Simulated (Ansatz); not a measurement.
Geometry optimisation, RKS PBE0/def2-mTZVP (Ansatz 0.2.0).

Input file:

```yaml
crystal:
  periodic: [false, false, false]
  atoms:
    - { symbol: "N", position_ang: [-1.4331, 1.1589, -0.4907] }
    - { symbol: Ge, position_ang: [-0.3944, -0.2771, -0.8197] }
    - { symbol: Si, position_ang: [-1.71071, -2.1416, -0.76259] }
    - { symbol: I, position_ang: [0.65941, -0.12931, -3.06311] }
    - { symbol: H, position_ang: [-1.8626, 1.0858, 0.4452] }
    - { symbol: H, position_ang: [-0.8562, 2.0558, -0.4853] }
    - { symbol: H, position_ang: [0.70805, -0.41044, 0.27498] }
    - { symbol: H, position_ang: [-2.34231, -2.31619, 0.61251] }
    - { symbol: H, position_ang: [-2.81743, -2.07363, -1.77976] }
    - { symbol: H, position_ang: [-0.9137, -3.36632, -1.02955] }
basis:
  gaussian: { orbitals: def2-mTZVP }
hamiltonian:
  xc: pbe0
relax:
  f_tol: 0.015
  max_steps: 40
output:
  orbitals: {}
```

Launched with:

```bash
$ ansatz run input.yaml --threads 2 --pin off --max-ram 3072MiB --backend cpu --events-out ev --progress --plain --runs-dir out
```

Task: Where does it end, and by what steps?

Result: The run converged. After 23 steps the energy has fallen by 0.401 eV; H5 moved furthest, 1.14 Å.

| step | energy less start (eV) | largest force component (eV/Å) | accepted |
| --- | --- | --- | --- |
| 0 | 0.0000 | 2.585 | yes |
| 1 | -0.1835 | 0.918 | yes |
| 2 | -0.2328 | 0.296 | yes |
| 3 | -0.2407 | 0.109 | yes |
| 4 | -0.2101 | 0.362 | no |
| 5 | -0.2445 | 0.081 | yes |
| 6 | -0.2460 | 0.050 | yes |
| 7 | -0.2368 | 0.595 | no |
| 8 | -0.2469 | 0.045 | yes |
| 9 | -0.2471 | 0.164 | yes |
| 10 | -0.2477 | 0.045 | yes |
| 11 | -0.2503 | 0.153 | yes |
| 12 | -0.2256 | 1.315 | no |
| 13 | -0.2510 | 0.166 | yes |
| 14 | -0.2550 | 0.098 | yes |
| 15 | -0.2651 | 0.165 | yes |
| 16 | -0.2183 | 2.236 | no |
| 17 | -0.2755 | 0.549 | yes |
| 18 | -0.3057 | 0.531 | yes |
| 19 | -0.3294 | 1.377 | yes |
| 20 | -0.3834 | 0.393 | yes |
| 21 | -0.3961 | 0.191 | yes |
| 22 | -0.4010 | 0.056 | yes |
| 23 | -0.4015 | 0.009 | yes |

```xyz
10
Properties=species:S:1:pos:R:3
N -1.297 1.154 -0.101
Ge -0.363 -0.308 -0.688
Si -1.740 -2.251 -0.674
I 0.472 -0.052 -3.111
H -2.138 1.363 -0.626
H -0.749 2.003 -0.022
H 0.918 -0.378 0.161
H -2.277 -2.489 0.693
H -2.866 -2.043 -1.623
H -0.924 -3.413 -1.107
```

Whether the end is a true minimum wasn't checked by a vibrational analysis.

Time of the run: 74 s on 2 threads of Intel(R) Xeon(R) 6975P-C (Granite Rapids), on a shared host, peak memory 0.37 GiB.
